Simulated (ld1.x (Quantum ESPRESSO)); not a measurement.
## Varying the TM potential for beryllium (Be)

Base potential:

* Element: Be
* Generator: ld1.x (Quantum ESPRESSO) 7.5
* Type: norm-conserving Troullier–Martins (Kleinman–Bylander form)
* Functional: BP86
* Relativity: scalar-relativistic
* Frozen core: none
* Valence charge: 4
* Reference configuration: 1s2 2s1.75 2p0.25
* Partial waves: 2p (bound): rc 4.20 bohr; 3d channel at 0.05 Ry: rc 4.40 bohr; 1s (bound): rc 0.50 bohr
* Local potential: the s channel
* Core correction: none

Occupied shells without a wave of their own: 2s. They enter only through the test configuration that unscreens the potential.

All-electron outer shells of the reference configuration (BP86, scalar-relativistic, ld1.x):

```
shell  level (eV)  outermost node (bohr)  outermost maximum (bohr)
   1s     -106.84                      –                      0.27
   2s       -5.86                   0.59                      2.04
   2p       -2.24                      –                      2.28
```

Cutoffs, loose and tight: the cutoffs (Ry, on a coarse ladder) from which the occupation-weighted sum of valence levels, in a spherical-Bessel basis at the reference potential, stays within 10 and 1 mRy of its value at 400 Ry. They do not see the model core or the augmentation charge, which bear on the density cutoff. Test errors are all-electron minus pseudo excitation energies from the reference, over the configurations 1s2 2s2 2p0; 1s2 2s1 2p0; 1s2 2s0 2p0; 1s2 2s0 2p1; 1s2 2s1.5 2p0; 1s1 2s2 2p0; 1s2 2s0 2p2. A dash means not determined; rows that change the core or the reference have their own tests. The largest error is taken over the tests solved by every variant that gives reliable tests at all: 1s1 2s2 2p0; 1s2 2s0 2p0; 1s2 2s1 2p0; 1s2 2s1.5 2p0; 1s2 2s2 2p0.

A true bound ghost makes a file unfit for plane-wave use even where its test errors are small: the radial tests pick states by their node count and pass the ghost by. Where a test does run into it, the solver fails or the error is huge.

```csv
change,outcome,"cutoff, loose","cutoff, tight",bound ghosts,largest test error (meV)
base,generated,300 Ry,over 300 Ry,none,+266
wave 2p (bound): rc 4.20 bohr becomes 2p (bound): rc 6.22 bohr,generated,300 Ry,over 300 Ry,p,+462
wave 3d channel at 0.05 Ry: rc 4.40 bohr becomes 3d channel at 7.32 Ry: rc 4.40 bohr,generated,300 Ry,over 300 Ry,none,+266
wave 1s (bound): rc 0.50 bohr becomes 1s (bound): rc 0.74 bohr,"generated, misses its reference levels by 0.18 eV",180 Ry,over 300 Ry,none,+662
```

(1) What comes out with this change to the base: reference 1s2 2s1 2p1?

(2) What comes out with this change to the base: local potential the d channel?

(3) What comes out with this change to the base: type ultrasoft; waves now 1s (bound): rc 0.50 bohr; 2s (bound): rc 0.50 bohr; 2p (bound): rcut 3.65, rcutus 4.20 bohr; 2p channel at 3.65 Ry: rcut 3.65, rcutus 4.20 bohr; 3d channel at 0.05 Ry: rcut 3.85, rcutus 4.40 bohr; 3d channel at 2.3 Ry: rcut 3.85, rcutus 4.40 bohr; local potential all-electron potential smoothed inside 0.40 bohr (lloc = -2); augmentation PSQ, radius 0.55 bohr?

Answers

(1) outcome: generated; cutoff, loose: 300 Ry; cutoff, tight: over 300 Ry; bound ghosts: none; largest test error (meV): +646.

(2) outcome: generated, misses its reference levels by 1.69 eV; cutoff, loose: 300 Ry; cutoff, tight: over 300 Ry; bound ghosts: none; largest test error (meV): +5604.

(3) outcome: generated; cutoff, loose: over 300 Ry; cutoff, tight: over 300 Ry; bound ghosts: p; largest test error (meV): -536.
